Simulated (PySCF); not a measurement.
# Shieldings and the share of exact exchange

Molecule: `O[SiH2]C#CCF`, C$_{3}$H$_{5}$FOSi.

Mapped SMILES: `[OH:1][SiH2:2][C:3]#[C:4][CH2:5][F:6]`; H(Xn) means a hydrogen on atom n.

GIAO shieldings (ppm, equivalent atoms averaged) in PySCF 2.14 on the PBE0-D3(BJ)/def2-SVP geometry, basis pcSseg-2, gas phase, non-relativistic:

| functional | exact exchange (%) | σ(O1) | σ(Si2) | σ(C4) | σ(C3) |
| --- | --- | --- | --- | --- | --- |
| BLYP | 0 | 290.5 | 366.7 | 64.2 | 77.8 |
| BP86 | 0 | 295.2 | 373.0 | 67.3 | 81.3 |
| PBE | 0 | 295.1 | 373.3 | 66.8 | 80.6 |
| B3LYP | 20 | 296.5 | 378.7 | 67.7 | 80.8 |
| PBE0 | 25 | 301.8 | 388.8 | 71.2 | 84.5 |
| mPW1PW91 | 25 | 301.3 | 388.2 | 70.9 | 84.3 |
| HF | 100 | 311.0 | 434.1 | 81.3 | 93.1 |

(1) Fit each shielding as a line in the percentage of exact exchange.

(2) What does the line predict for BHandHLYP (50 %), and what does the run give?

Answers

(1) σ(O1) = 294.5 + 0.18 x (rms 2.2 ppm); σ(Si2) = 370.7 + 0.63 x (rms 2.9 ppm); σ(C4) = 66.2 + 0.15 x (rms 1.2 ppm); σ(C3) = 80.0 + 0.13 x (rms 1.3 ppm). The functionals also differ in their semilocal parts, which the line can't hold; Hartree–Fock has no correlation at all.

(2) σ(O1): 303.5 predicted, 302.8 computed; σ(Si2): 402.2 predicted, 397.8 computed; σ(C4): 73.7 predicted, 72.6 computed; σ(C3): 86.5 predicted, 85.0 computed ppm.
